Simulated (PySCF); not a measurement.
# Rubidium: a sound run and one with changed settings

Sound run: Rb [Kr] 5s1, Rb⁺ [Kr]. Computed with PySCF 2.14 in cc-pVDZ-X2C, with the spin-free X2C one-electron Hamiltonian (Gaussian nucleus). The sound run starts from symmetry-adapted Hartree-Fock orbitals and uses a fine grid where one is needed.

Changed run: initial guess minao, at most 3 SCF cycles. This setting is unsound on purpose.

| species | method | sound run (hartree) | changed run (hartree) | converged |
| --- | --- | --- | --- | --- |
| Rb | UHF | -2979.14283 | -2979.14281 | no |
| Rb | B3LYP | -2981.04846 | -2981.04846 | no |
| Rb | PBE0 | -2980.70356 | -2980.70356 | no |
| Rb⁺ | UHF | -2979.00309 | -2979.00309 | no |
| Rb⁺ | B3LYP | -2980.89009 | -2980.89009 | no |
| Rb⁺ | PBE0 | -2980.54948 | -2980.54948 | no |

The SCF was stopped early; the energies are upper bounds that still move, and correlated levels were skipped or rest on poor orbitals.
